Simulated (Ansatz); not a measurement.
`C[CH2][AlH][SH]` + H₂O → `[OH][AlH][SH]` + `CC`  (formal hydrolysis of the Al–C bond)

Gas-phase electronic energies from Ansatz, PBE0-D4/def2-TZVP geometries. CCSD(T)/CBS adds triple-zeta CCSD(T) − MP2 to the extrapolated MP2 energy (def2 sets, frozen cores). This one scheme is used for every species. DFT in def2-TZVPP. HSE06 is defined as in plane-wave codes. One conformer a species, not always the lowest.

`C[CH2][AlH][SH]`:

Z-matrix (Å, degrees):
```
C
C 1 1.526
H 1 1.094 2 111.7
H 1 1.094 2 112.1 3 120.1
H 1 1.094 2 111.7 3 -119.8
Al 2 1.956 1 117.1 3 59.9
H 2 1.098 1 110.3 3 -177.5
H 2 1.098 1 110.4 3 -62.7
S 6 2.188 2 120.5 1 0.6
H 6 1.584 2 124.0 1 -179.4
H 9 1.345 6 93.7 2 -0.0
```

H₂O:

Z-matrix (Å, degrees):
```
O
H 1 0.960
H 1 0.960 2 105.1
```

`[OH][AlH][SH]`:

Z-matrix (Å, degrees):
```
Al
S 1 2.186
O 1 1.690 2 122.3
H 1 1.569 2 119.3 3 -179.9
H 2 1.344 1 94.2 3 -0.1
H 3 0.955 1 126.2 2 0.1
```

`CC`:

Z-matrix (Å, degrees):
```
C
C 1 1.519
H 1 1.093 2 111.4
H 1 1.093 2 111.4 3 120.0
H 1 1.093 2 111.4 3 -120.0
H 2 1.093 1 111.4 3 180.0
H 2 1.093 1 111.4 3 -60.0
H 2 1.093 1 111.4 3 60.0
```

```csv
level,ΔE (kJ/mol),difference from CCSD(T)/CBS
B97M-V,-152.1,-7.1
BHLYP-D4,-154.4,-9.4
PBE-QIDH,-147.0,-2.0
PBE0,-144.0,1.0
HSE06,-143.5,1.5
HF/def2-SVP,-164.5,-19.5
MP2/def2-SVP,-156.1,-11.1
CCSD(T)/def2-SVP,-153.0,-8.0
CCSD/def2-TZVPP,-150.7,-5.7
HF/def2-QZVPP,-168.0,-23.0
CCSD(T)/CBS,-145.0,0
```

Largest T1 diagnostic among the species: 0.012.

Leaving LDA and LC-ωPBE aside and taking each functional with its dispersion term where it has one, the values, not all of them listed here, spread over 20.2 kJ/mol, from B2PLYP to revPBE-D4. LDA lies +4.6 kJ/mol from PBE without D4. In def2-TZVPP, CCSD(T) changes the Hartree–Fock value by +19.8 kJ/mol (the triples alone add +2.9 kJ/mol) and MP2 by +18.0 kJ/mol. At CCSD(T), def2-SVP lies −8.0 kJ/mol from the extrapolated value and def2-TZVPP −2.8 kJ/mol.
